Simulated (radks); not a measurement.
Task: The mean radii <r> (bohr) of the occupied orbitals of an atom or ion are listed with their occupations. All-electron calculation, non-relativistic Kohn-Sham, LDA (Slater exchange, Perdew-Wang correlation), spin-unpolarised, spherical densities, point nucleus. Program: a radial shooting solver on a logarithmic mesh with Libxc functionals.

| orbital | occ. | <r> |
|---|---|---|
| 1s | 2 | 0.02667 |
| 2s | 2 | 0.1142 |
| 2p | 6 | 0.09707 |
| 3s | 2 | 0.2982 |
| 3p | 6 | 0.2877 |
| 3d | 10 | 0.2577 |
| 4s | 2 | 0.6387 |
| 4p | 6 | 0.6472 |
| 4d | 2 | 0.6602 |

Name the element and its charge.

Result: Z = 57, lanthanum, charge +19: La19+ in [Kr] 4d2. The 1s radius gives Z: for a bare nucleus <r> = 1.5/Z, 0.02632 bohr for Z = 57, and screening makes it slightly larger (0.02667 here). The occupations add up to 38, and the charge is Z minus that.
